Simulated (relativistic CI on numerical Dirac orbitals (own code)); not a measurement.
**Judd-Ofelt analysis for Pr³⁺**

Computed by Dirac-Coulomb-Breit CI, separate exchange-only KLI orbitals for each configuration, model QED (radiative potential, 1s self-energy scaled to tabulated hydrogen-like ionisation energies), valence Slater integrals scaled by 0.7 (own radial code, finite nucleus).

Configuration 4f² alone, in intermediate coupling. Take Ω₂ = 4.24, Ω₄ = 4.75, Ω₆ = 4.73 (10⁻²⁰ cm²) and refractive index n = 1.72 as given. A_ED = 64π⁴e²ν³ n(n² + 2)²/[27h(2J + 1)] Σ Ω_λ |U^λ|², in Gaussian units with ν in cm⁻¹, and A_MD is n³ times the free-ion magnetic-dipole rate; a dash marks a rate that is forbidden or under 2 % of the level's free-ion decay.

Emitting level ¹I6 at 19354 cm⁻¹ (radiative decay alone: multiphonon quenching in a host is left out, and the level can lie too high or too low):

| To | ν (cm⁻¹) | U² squared | U⁴ squared | U⁶ squared | Free-ion A(M1) (s⁻¹) |
| --- | --- | --- | --- | --- | --- |
| ³H4 | 19354 | 0.0133 | 0.0747 | 0.0353 | - |
| ³H5 | 17246 | 0.0004 | 0.0008 | 0.0023 | 0.417 |
| ³H6 | 15103 | 0.0045 | 0.0164 | 0.0057 | 0.394 |
| ³F2 | 14590 | 0.0000 | 0.0055 | 0.0315 | - |
| ¹G4 | 13357 | 0.1491 | 1.0229 | 0.6534 | - |
| ³F3 | 13229 | 0.0000 | 0.0011 | 0.0031 | - |
| ³F4 | 10548 | 0.1770 | 0.9689 | 0.4329 | - |
| ¹D2 | 3055 | 0.0000 | 0.1558 | 1.7108 | - |

Give the rates, branching ratios and the radiative lifetime.

The rates are:

| To | λ (nm) | A_ED (s⁻¹) | A_MD (s⁻¹) | β (%) |
| --- | --- | --- | --- | --- |
| ³H4 | 517 | 1100 | 0 | 12.1 |
| ³H5 | 580 | 22.3 | 2.12 | 0.3 |
| ³H6 | 662 | 112 | 2.01 | 1.3 |
| ³F2 | 685 | 142 | 0 | 1.6 |
| ¹G4 | 749 | 5350 | 0 | 58.9 |
| ³F3 | 756 | 12.1 | 0 | 0.1 |
| ³F4 | 948 | 2270 | 0 | 25.0 |
| ¹D2 | 3273 | 65.9 | 0 | 0.7 |

τ_rad = 1.10e-04 s. Computed level positions enter as ν³, so measured ones would change the rates. For the strongest line (749 nm) and an assumed effective width Δλ = 17 nm (300 cm⁻¹), the Füchtbauer-Ladenburg formula σ = λ⁴A/(8πcn²Δλ) gives a peak emission cross-section of 4.5 × 10⁻²⁰ cm².
